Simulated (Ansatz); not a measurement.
Relaxation of C4H10OSi (16 atoms, charge 0, multiplicity 1), to a largest force component of 0.02 eV/Å in at most 50 steps.

Level of theory: RKS PBE/STO-3G (Ansatz 0.2.0).

```xyz
16
Properties=species:S:1:pos:R:3:forces:R:3
C -0.821 -1.054 0.853 -1.65 3.17 1.59
C -0.032 0.060 0.119 3.47 -4.58 -2.28
C 1.418 -0.123 0.499 3.02 0.97 2.16
Si -0.198 0.002 -1.788 -3.10 -0.03 -0.42
C -0.444 1.446 0.577 9.70 10.16 -3.38
O -1.463 1.705 1.237 -5.97 0.02 3.56
H -0.541 -2.020 0.552 0.25 -1.75 -1.08
H -1.061 0.547 0.552 -8.63 -6.80 2.47
H -0.755 -0.914 1.972 0.13 -0.09 -1.11
H 2.098 0.632 0.070 0.21 0.27 -0.47
H 1.816 -1.110 0.236 -0.27 -0.44 -0.41
H 1.603 -0.022 1.615 -0.57 -0.15 -0.80
H 0.472 1.111 -2.420 0.46 0.14 -0.06
H 0.196 -1.301 -2.278 0.40 -0.08 -0.01
H -1.705 0.140 -2.132 1.91 -0.10 0.51
H 0.231 2.317 0.321 0.62 -0.73 -0.29
```

Task: Where does it end, and by what steps?

Result: The run converged. Limits of this set-up: minimal basis. After 16 steps the energy has fallen by 10.706 eV; H8 moved furthest, 1.46 Å. The start is strongly strained (largest force component 10 eV/Å), so its close contacts needn't be bonds. Parted: C2–H8, C5–H8. Joined: C1–H8.

| step | energy less start (eV) | largest force component (eV/Å) | accepted |
| --- | --- | --- | --- |
| 0 | 0.0000 | 10.162 | yes |
| 1 | -3.1966 | 7.937 | yes |
| 2 | -5.7846 | 6.324 | yes |
| 3 | -7.8671 | 4.676 | yes |
| 4 | -9.4015 | 2.681 | yes |
| 5 | -10.2292 | 1.652 | yes |
| 6 | -10.5259 | 1.363 | yes |
| 7 | -10.6557 | 0.513 | yes |
| 8 | -10.6534 | 1.098 | no |
| 9 | -10.6809 | 0.177 | yes |
| 10 | -10.6912 | 0.099 | yes |
| 11 | -10.6980 | 0.078 | yes |
| 12 | -10.7008 | 0.093 | yes |
| 13 | -10.7027 | 0.215 | yes |
| 14 | -10.7060 | 0.038 | yes |
| 15 | -10.7060 | 0.054 | yes |
| 16 | -10.7064 | 0.008 | yes |

```xyz
16
Properties=species:S:1:pos:R:3
C -0.873 -0.859 0.895
C 0.040 0.161 0.141
C 1.549 -0.083 0.482
Si -0.223 0.024 -1.752
C -0.343 1.629 0.557
O -1.405 1.969 1.144
H -0.698 -1.892 0.541
H -1.940 -0.608 0.741
H -0.670 -0.828 1.982
H 2.192 0.683 0.005
H 1.877 -1.079 0.128
H 1.714 -0.038 1.576
H 0.567 1.037 -2.435
H 0.204 -1.295 -2.197
H -1.629 0.210 -2.075
H 0.455 2.382 0.253
```

The run took 76 s on 1 thread of Arm Neoverse V1, with other jobs on the host, peak memory 0.13 GiB.
